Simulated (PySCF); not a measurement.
**Radial density of Al³⁺ (aluminium, charge +3)**

B3LYP, [Ne], closed-shell 1S. All numbers are calculated (PySCF 2.14, scalar relativity by spin-free X2C-1e, in aug-cc-pVTZ-DK (6s5p3d2f, 50 functions)).

| r (bohr) | 4πr²ρ (e/bohr) |
| --- | --- |
| 0.00168 | 0.05557 |
| 0.00283 | 0.1464 |
| 0.00475 | 0.3815 |
| 0.00800 | 0.9671 |
| 0.0135 | 2.329 |
| 0.0226 | 5.119 |
| 0.0381 | 9.630 |
| 0.0640 | 13.96 |
| 0.108 | 13.48 |
| 0.181 | 8.971 |
| 0.305 | 10.26 |
| 0.512 | 12.27 |
| 0.862 | 5.299 |
| 1.45 | 0.5049 |
| 2.44 | 0.005689 |
| 4.10 | 1.045e-05 |

Densities and radii are taken from the X2C orbitals without a picture-change correction, which distorts them close to the nucleus.
